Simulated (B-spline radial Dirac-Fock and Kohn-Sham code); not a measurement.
**C: input and output of one calculation**

ΔSCF core binding energies without Breit or QED terms, calculated with a B-spline atomic structure program. Keys: rel is the Hamiltonian (dirac, or spin-free x2c and nr, where L3 and M5 stand for the whole 2p and 3d shells), method is hf or an exchange,correlation pair (spin-unpolarised, also for the hole states), nuc the nuclear model, radius_factor scales its radius, rmax is the box in bohr, h the logarithmic mesh step, order the B-spline order, points the quadrature points per cell, c_factor scales the speed of light, and damp, ndamp, maxit and tol steer the iteration. The run stops when the commutator error falls below 10·tol·max(1, Z/10), or the numerical noise floor, and the energy has settled to about 1e-8 Ha; the virial ratio is −V/T.

Input (task.json):

```json
{"items": [{"Z": 6, "q": 0, "cfg": [[1, 0, 2], [2, 0, 2], [2, 1, 2]], "A": 12, "rrms": 2.4702, "do": "settings", "holes": ["K", "L3", "M5"],
  "settings": [{"rel": "dirac", "method": "hf", "nuc": "fermi", "radius_factor": 100.0, "rmax": 45.0, "h": 0.3, "order": 8, "points": 10, "c_factor": 1.0, "maxit": 52, "damp": 0.5, "ndamp": 3, "tol": 1e-08}]}]}
```

Command: `python xray2_run.py task.json out`

Ground-state iterations:

```
iter   energy (Ha)        error
   1      -36.44237249  2.39e-01
   2      -37.51180169  7.31e-02
   3      -37.62123914  2.65e-02
   4      -37.63885581  9.11e-03
   5      -37.64174750  3.24e-03
   6      -37.64197903  3.61e-04
   7      -37.64198382  9.74e-05
   8      -37.64198405  9.66e-06
   9      -37.64198405  8.71e-07
  10      -37.64198405  3.45e-08
```

The ground state converged in 10 iterations, with total energy -37.64198 Ha, virial ratio 2.00091 and highest orbital energy -11.07 eV. ΔSCF binding energies: K (1s) 296.7 eV. Holes are computed only in closed shells, and unreliable hole states are left out.

Question: One setting is unsound. Which, and why?

Answer: radius_factor inflates the nucleus far beyond its size, which weakens the binding of the inner electrons. With the default settings (Dirac Hartree-Fock): The ground state converged in 10 iterations, with total energy -37.67604 Ha, virial ratio 1.99913 and highest orbital energy -11.07 eV. ΔSCF binding energies: K (1s) 297.1 eV. Holes are computed only in closed shells, and unreliable hole states are left out.
